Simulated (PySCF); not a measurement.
CH3F2InS, SMILES C[S][In]([F])[F].

Coordinates come from a PBE0-D3(BJ)/def2-SVP optimisation. The structure was generated by enumeration; whether it is a known compound was not checked. The def2 effective core potentials stand for the cores of In; spin–orbit coupling is left out. One conformer was computed; it need not be the lowest.

Two levels are set side by side: TDDFT-PBE/def2-SVPD (PySCF) and TDDFT-LC-ωPBE/def2-SVPD (PySCF). Vertical, same geometry. The lowest singlet is HOMO→LUMO 100 % with PBE and HOMO→LUMO 92 % with the other functional; states are paired by order. Differences are taken from unrounded values.

```tsv
quantity	TDDFT-LC-ωPBE	TDDFT-PBE	TDDFT-PBE minus TDDFT-LC-ωPBE
lowest singlet excitation (eV)	4.41	3.15	-1.26
lowest triplet excitation (TDA) (eV)	3.93	2.79	-1.13
first bright state (f over 0.05) (eV)	6.81	5.33	-1.47
its oscillator strength	0.38	0.08	-0.30
```

Functionals without exact exchange tend to place singlet excitations lower, as here. Differences between two approximate levels are no errors against the true value.

Rough cost on one machine, each run with all the roots and properties that it gave: TDDFT-LC-ωPBE against TDDFT-PBE about 6 times.
